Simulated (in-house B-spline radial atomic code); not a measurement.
A radial electron density 4πr²n(r) was computed for an atom or ion in its tabulated ground configuration with an all-electron radial atomic-structure program (B-spline basis); method: non-relativistic SCAN, spin-polarised, spherical fractional occupations. Columns: r (bohr), 4πr²n(r) (electrons per bohr), bar.

```
 0.00292   0.8677 #
  0.0035    1.212 ##
 0.00419    1.681 ##
 0.00501    2.311 ###
 0.00599    3.151 ####
 0.00717    4.267 ######
 0.00857    5.701 ########
  0.0103     7.58 ###########
  0.0123    9.824 ##############
  0.0147    12.51 ##################
  0.0176    15.62 ######################
   0.021    18.92 ###########################
  0.0251    22.27 ###############################
  0.0301    25.32 ####################################
   0.036    27.54 #######################################
  0.0431    28.56 ########################################
  0.0515    28.16 ########################################
  0.0616    26.48 #####################################
  0.0737    24.17 ##################################
  0.0882    22.31 ###############################
   0.106    22.06 ###############################
   0.126    23.85 ##################################
   0.151    27.29 ######################################
   0.181    30.52 ###########################################
   0.216    31.25 ############################################
   0.259    28.14 ########################################
    0.31     21.9 ###############################
    0.37    15.24 #####################
   0.443    10.91 ###############
    0.53    10.25 ##############
   0.634    11.89 #################
   0.759    13.12 ##################
   0.908    12.14 #################
    1.09    9.103 #############
     1.3    5.638 ########
    1.55    2.889 ####
    1.86    1.191 ##
    2.23   0.4088 #
    2.66   0.1221 
    3.19  0.02834 
    3.81 0.005135
```

(1) Which atom or ion is it?
A. Cr3+
B. V3+
C. Co4+
D. Cr4+

Answers

(1) A. The area under the curve, ∫4πr²n dr = ∫r·4πr²n d(ln r) on this logarithmic grid, is 21 electrons, which only this option has. The configuration is [Ar] 3d3.
